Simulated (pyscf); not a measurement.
## Addition across a multiple bond or ene-type step: H₃Si–Si(SiH₃)=Si(SiH₃)–SiH₃ + H₃Ge–GeH₃ → H₃Si–SiH(SiH₃)–Si(SiH₃)(SiH₃)–GeH₂–GeH₃

Gas phase, singlet surface, charge 0. Bonds broken: Ge19–H21. Bonds formed: Si2–Ge19, Si4–H21. PySCF, gas phase, ωB97X-D3(BJ)/def2-SVP geometries.

Transition state (Å):

```xyz
26

Si    -1.5956    -0.2280     2.4782
Si     0.1670     0.9212     1.4563
Si     2.0657    -0.1696     2.2670
Si     0.0674    -0.5237    -0.3773
Si     1.1889    -2.5702    -0.5645
Si    -1.9793    -0.6641    -1.5090
H     -1.6014    -1.6859     2.1145
H     -1.5249    -0.1377     3.9691
H     -2.9187     0.3225     2.0490
H      3.1912     0.0082     1.2932
H      1.8650    -1.6477     2.4260
H      2.5246     0.3629     3.5870
H      2.6449    -2.4063    -0.3004
H      0.5954    -3.5266     0.4129
H      0.9920    -3.0967    -1.9475
H     -2.1236     0.5159    -2.4165
H     -3.1217    -0.6759    -0.5533
H     -2.0242    -1.9012    -2.3432
Ge     0.5706     2.0895    -1.2168
Ge    -1.4610     3.2228    -0.6073
H      0.8753     0.2273    -1.4912
H      0.6993     1.9350    -2.7588
H      1.9252     2.5437    -0.6730
H     -2.4554     2.1612    -0.1327
H     -2.0553     3.9960    -1.8028
H     -1.0814     4.1711     0.5337
```

One imaginary mode, 250i cm⁻¹; descent along it reached the two sides named, in the forms told below.

```csv
bond,change,reactant side (Å),saddle,product side
Ge19–H21,breaks,1.547,1.907,4.3
Si2–Ge19,forms,3.6,2.9,2.365
Si4–H21,forms,2.540,1.568,1.495
```

Electronic energies relative to the separated reactants (kcal/mol):

```tsv
level	barrier	reaction energy	reverse barrier
ωB97X-D3(BJ)/def2-TZVP	9.3	-53.4	62.8
PBE/def2-TZVP	15.9	-40.7	56.6
r²SCAN/def2-TZVP	15.2	-45.3	60.5
B3LYP-D3(BJ)/def2-TZVP	14.2	-47.6	61.9
PBE0-D3(BJ)/def2-TZVP	8.8	-50.9	59.7
M06-2X/def2-TZVP	10.1	-48.2	58.3
ωB97M-D3(BJ)/def2-TZVP	13.4	-48.3	61.7
HF/def2-TZVP	40.8	-39.9	80.7
```

With ωB97M-D3(BJ)/def2-TZVP energies and thermal terms (ideal gas, 1 atm, RRHO with modes under 100 cm⁻¹ raised to 100, one conformer, R ln 2 for chiral ones without a mode under 150 cm⁻¹), in kcal/mol:

```json
[
 {"T (K)": "298", "ΔH‡": "13.4", "ΔG‡": "27.5", "ΔH": "-47.1", "ΔG": "-34.7"},
 {"T (K)": "600", "ΔH‡": "13.9", "ΔG‡": "41.6", "ΔH": "-46.0", "ΔG": "-22.4"},
 {"T (K)": "900", "ΔH‡": "14.6", "ΔG‡": "55.3", "ΔH": "-44.8", "ΔG": "-10.9"},
 {"T (K)": "1200", "ΔH‡": "15.3", "ΔG‡": "68.8", "ΔH": "-43.6", "ΔG": "+0.2"}
]
```

On the reactant side the descent ends in an adduct with a Si–Si, H–Si contact, 2.2 kcal/mol under the separated species and 11.5 kcal/mol under the saddle at ωB97X-D3(BJ)/def2-TZVP. At the saddle there is also a short Ge–Si contact that neither side keeps. H₃Si–Si(SiH₃)=Si(SiH₃)–SiH₃ lies 24.1 kcal/mol over its isomer cyclic H₁₂Si₆ (SMILES [SiH3][SiH2][SiH]1[SiH2][SiH2][SiH2]1) (electronic energy, ωB97M-D3(BJ)/def2-TZVP). This is the saddle that the search found; another between the same sides may lie lower. Elements up to Kr have no core potential and no relativistic terms here.
